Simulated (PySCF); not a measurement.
## Excitation energy of F by level of theory

F [He] 2s2 2p5 (2P) → F [He] 2s1 2p6 (2S), as a difference of total energies. Calculation: PySCF 2.14, in aug-cc-pVDZ (4s3p2d, 23 functions); no relativity, point nucleus. Correlated levels: valence: 1s2 frozen. The calculations carry no spin-orbit coupling.

```json
{"method": "UHF", "excitation energy (eV)": "23.966"}
{"method": "LDA", "excitation energy (eV)": "18.342"}
{"method": "PBE", "excitation energy (eV)": "19.000"}
{"method": "PBE0", "excitation energy (eV)": "20.260"}
{"method": "r2SCAN", "excitation energy (eV)": "20.719"}
{"method": "BP86", "excitation energy (eV)": "19.014"}
{"method": "TPSS", "excitation energy (eV)": "19.749"}
{"method": "LC-wPBE", "excitation energy (eV)": "19.555"}
{"method": "BLYP", "excitation energy (eV)": "18.864"}
{"method": "MP2 (valence)", "excitation energy (eV)": "22.013"}
{"method": "SCS-MP2 (valence)", "excitation energy (eV)": "21.875"}
```

Task: How much does correlation contribute at MP2 (valence)?

Result: 22.013 − (23.966) = -1.953 eV, measured against UHF.

A first-order spin-orbit estimate (lowest level to lowest level, LS coupling) adds 0.016 eV.

The upper state lies above the first ionisation limit, where it may autoionise and the basis confines it.
